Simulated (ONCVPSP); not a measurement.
Building the ONCV potential for manganese (LDA (Perdew-Zunger), scalar-relativistic).

Mn, optimised norm-conserving Vanderbilt (ONCV), made with ONCVPSP 4.0.1 (LDA (Perdew-Zunger), scalar-relativistic). Core [Ne], reference 3s2 3p6 3d5.5 4s1.5. Waves: 3s+4s: rc 1.20 bohr, ncon 5, nbas 9, qcut 13.2 1/bohr, 2 projectors; 3p: rc 1.15 bohr, ncon 4, nbas 7, qcut 10.2 1/bohr, 2 projectors, debl 1.7 Ha; 3d: rc 1.15 bohr, ncon 3, nbas 8, qcut 16.1 1/bohr, local. Local part: the d channel. Core correction: Teter function, fcfact 5.4, rcfact 1.55.

In the p channel the program set the typed energies aside and used -1.920, 0.250 Ha.

Poles of the logarithmic derivatives, all-electron (AE) and pseudo (PS). s: poles at -1.7 (AE) and -1.7 (PS) Ha. p: poles at -0.0 (AE) and -0.0 (PS) Ha. d: poles at 1.6 (AE) and 1.7 (PS) Ha. Test radii: s 1.22, p 1.17, d 1.17 bohr.

* Cutoffs needed: 79 Ha and 92 Ha (the cutoffs (Ha) at which the residual kinetic energy of the hardest occupied pseudo-wave falls to 1 and 0.1 mHa per electron)
* Ghost test: ghosts flagged at negative energy: s at -205.2 eV; GHOST(+) flagged for p at 198.5 eV; a true bound ghost makes a file unfit for plane-wave use
* Largest excitation error: -2.2 meV (all-electron minus pseudo) for 3s2 3p6 3d5 4s0, out of 4 test configurations
* rms error of d²Exc/dni dnj: 2.54 mHa without and 0.77 mHa with the model core
